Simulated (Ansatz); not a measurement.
Cl2FHOSi, SMILES `O[Si](F)(Cl)Cl`, relaxed with RKS PBE0-D4/def2-TZVP in Ansatz 0.2.0 from a PBE-D4/def2-SVP geometry. The force threshold is 0.005 eV/Å; the program also tests the step.

Total charge 0; spin multiplicity 1.

Start:

```xyz
6

O     0.614    0.850    0.868
Si   -0.017   -0.151   -0.280
F     0.530   -1.667   -0.096
Cl   -2.068   -0.257   -0.187
Cl    0.594    0.558   -2.092
H     0.347    0.667    1.787
```

```csv
step,energy (eV),largest force (eV/Å),largest move (Å)
1,-37696.4318,1.284,0.000
2,-37696.4936,0.747,0.040
3,-37696.5110,0.182,0.020
4,-37696.5123,0.077,0.008
5,-37696.5130,0.062,0.008
6,-37696.5138,0.044,0.024
7,-37696.5139,0.058,0.010
8,-37696.5142,0.013,0.014
9,-37696.5142,0.027,0.022
10,-37696.5143,0.007,0.002
11,-37696.5143,0.001,0.003
```

End:

```xyz
6

O     0.626    0.786    0.865
Si   -0.003   -0.163   -0.277
F     0.522   -1.646   -0.137
Cl   -2.023   -0.248   -0.149
Cl    0.588    0.551   -2.062
H     0.289    0.720    1.760
```

It took 54 s on 2 threads of a server CPU on a shared host, with 0.44 GiB of host memory at the peak.
